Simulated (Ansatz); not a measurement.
System: C$_{4}$H$_{7}$Cl$_{2}$, charge 0, multiplicity 2. It need not be the lowest isomer of its formula. 
Structure (B3LYP-D3(BJ)/def2-TZVP (Ansatz, a first-principles code) minimum search):
```xyz
13

C     -2.4075     0.6076     0.3975
C     -1.0315     0.1406    -0.0291
C      0.0491     0.4353     1.0193
C      1.4285     0.0816     0.6144
Cl     2.1971     1.0101    -0.6075
Cl    -1.0734    -1.6508    -0.3642
H     -2.3959     1.6903     0.5459
H     -3.1517     0.3714    -0.3616
H     -2.7060     0.1332     1.3333
H     -0.7468     0.5863    -0.9801
H     -0.1989    -0.1022     1.9379
H     -0.0077     1.5077     1.2380
H      1.8709    -0.8854     0.7924
```
Charge 0, spin multiplicity 2.

Wanted: atomisation energy (electronic, to ground-state atoms), in kJ/mol. Cores are frozen in the correlated levels unless marked. Open shells are spin-unrestricted. Spin-orbit coupling is left out. No relativistic terms. The coupled-cluster limit lacks core correlation, which all-electron functionals hold. CBS marks a two-point X^-3 extrapolation of the correlation energy; Hartree-Fock from the larger set.

```json
[
 {"level": "SVWN5/def2-TZVPD", "program": "Ansatz", "atomisation energy (kJ/mol)": "5578.8"},
 {"level": "PBE0-D4/def2-TZVP", "program": "Ansatz + dftd4", "atomisation energy (kJ/mol)": "4907.8"},
 {"level": "PBE0/def2-TZVPD", "program": "Ansatz", "atomisation energy (kJ/mol)": "4882.5"},
 {"level": "r2SCANh-D4/def2-TZVPD", "program": "Ansatz + dftd4", "atomisation energy (kJ/mol)": "4861.6"},
 {"level": "r2SCAN0/def2-TZVPD", "program": "Ansatz", "atomisation energy (kJ/mol)": "4819.6"},
 {"level": "CAM-B3LYP/def2-TZVPD", "program": "Ansatz", "atomisation energy (kJ/mol)": "4826.7"},
 {"level": "MP2/STO-3G", "program": "Ansatz", "atomisation energy (kJ/mol)": "4857.1"},
 {"level": "SCS-MP2/STO-3G", "program": "Ansatz", "atomisation energy (kJ/mol)": "4888.2"},
 {"level": "CCSD(T)/6-31G", "program": "Ansatz", "atomisation energy (kJ/mol)": "4114.1"},
 {"level": "CCSD(T)/CBS(cc-pV(T+d)Z,cc-pV(Q+d)Z)", "program": "Ansatz", "atomisation energy (kJ/mol)": "4839.6"}
]
```
